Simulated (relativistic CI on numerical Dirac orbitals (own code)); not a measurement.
**Er2+: q coefficients and field-shift factors**

Calculated at this level of theory: Dirac-Coulomb-Breit CI, KLI orbitals optimised for each configuration, valence Slater integrals scaled by 0.85, P86 correlation energy added to each configuration, derivatives by finite differences, QED left out (own radial code, finite nucleus).

Configurations in the expansion (outside the closed core [Kr] 4d10 5s2): 4f12.5p6, 4f11.5p6.5d, 4f11.5p6.6s, 4f11.5p6.6p, 4f10.5p6.6s2, 4f14.5p4, 4f13.5p5. Levels of other configurations are missing.

With x = (α/α₀)² − 1 an excitation energy changes as ω = ω₀ + qx; K = 2q/ω₀ is the relative enhancement. Terms are leading LS components, so labels can repeat. The field-shift factor is F = δν/δ⟨r²⟩ for the transition from the lowest level.

Lowest level 4f11.5p6.5d 5G°_6.

```
             Level  ω₀ (cm⁻¹)  q (cm⁻¹)       K  F (GHz/fm²)
 4f11.5p6.5d 5H°_7      803.3     412.5    1.03        0.065
 4f11.5p6.5d 3L°_9     1918.0     245.5   0.256      -0.0149
4f11.5p6.5d 5L°_10     2348.0      1495    1.27        0.314
 4f11.5p6.5d 5I°_8     2833.8     456.8   0.322       0.0503
 4f11.5p6.5d 5K°_9     4009.9      1591   0.793        0.318
 4f11.5p6.5d 5G°_5     4860.3      3720    1.53        0.309
 4f11.5p6.6s 5I°_8     4928.3    -14910   -6.05         20.1
 4f11.5p6.5d 5I°_8     5380.3      1384   0.514         0.92
 4f11.5p6.5d 5H°_6     5537.6      3941    1.42         0.34
 4f11.5p6.6s 3I°_7     5962.0    -13280   -4.46         18.6
     4f12.5p6 3H_6     6253.8     33720    10.8        -12.1
 4f11.5p6.5d 5I°_7     6326.2     826.2   0.261         2.08
 4f11.5p6.5d 5L°_8     8305.9      6120    1.47        0.296
 4f11.5p6.5d 5G°_4     9377.2      7672    1.64        0.527
 4f11.5p6.5d 5L°_9     9496.8      7561    1.59        0.603
 4f11.5p6.5d 5H°_5     9555.4      6517    1.36        0.464
 4f11.5p6.5d 5K°_7     9728.7      6222    1.28        0.348
 4f11.5p6.5d 5I°_6    10570.8      6372    1.21        0.471
 4f11.5p6.5d 5K°_8    10894.6      7542    1.38        0.606
 4f11.5p6.5d 3G°_5    11275.3      5597   0.993        0.473
     4f12.5p6 3F_4    11368.3     33050    5.81          -12
 4f11.5p6.5d 3I°_7    11528.8      1512   0.262          6.6
 4f11.5p6.6s 5I°_7    11733.9     -3322  -0.566         14.3
```

Correlation outside the listed configurations is missing or only estimated: errors of thousands of cm⁻¹ between configurations and terms are usual at this charge. Rates and lifetimes follow the computed energies and can be off by large factors. The fine structure of a lone outer electron comes out too small, for d and f at times inverted, and misplaced configurations move strength between like terms. The computed lowest level isn't the tabulated ground level, which NIST ASD gives as 4f12 3H6.
